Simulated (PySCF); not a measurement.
C4H4, SMILES C12C3C1C23. Atoms are numbered in the order given.

```xyz
8

C     -0.5206     0.5206    -0.5206
C      0.5206     0.5206     0.5206
C      0.5206    -0.5206    -0.5206
C     -0.5206    -0.5206     0.5206
H     -1.1442     1.1442    -1.1442
H      1.1442     1.1442     1.1442
H      1.1442    -1.1442    -1.1442
H     -1.1442    -1.1442     1.1442
```

Geometry optimised at PBE0-D3(BJ)/def2-SVP.

Calculation: PBE/def2-TZVPD (PySCF).

The molecule is in vacuum.

Problem. Estimate the frontier levels, gap, dipole moment and polarisability. (An estimate is asked for; the answer gives what the named calculation found.)

Solution. 
```
Property                                                                                                       Result
---------------------------------------------------------------------------------------------  ----------------------
highest occupied level                                                                                       -5.45 eV
lowest empty level                                                                                            0.32 eV
orbital gap                                                                                                   5.77 eV
dipole moment                                                                                                  0.00 D
quadrupole, principal values (traceless, Buckingham form, about the centre of nuclear charge)    0.00, 0.00, 0.00 D·Å
mean static polarisability                                                                       42.3 bohr³ (6.27 Å³)
polarisability, principal values                                                               42.3, 42.3, 42.3 bohr³
```
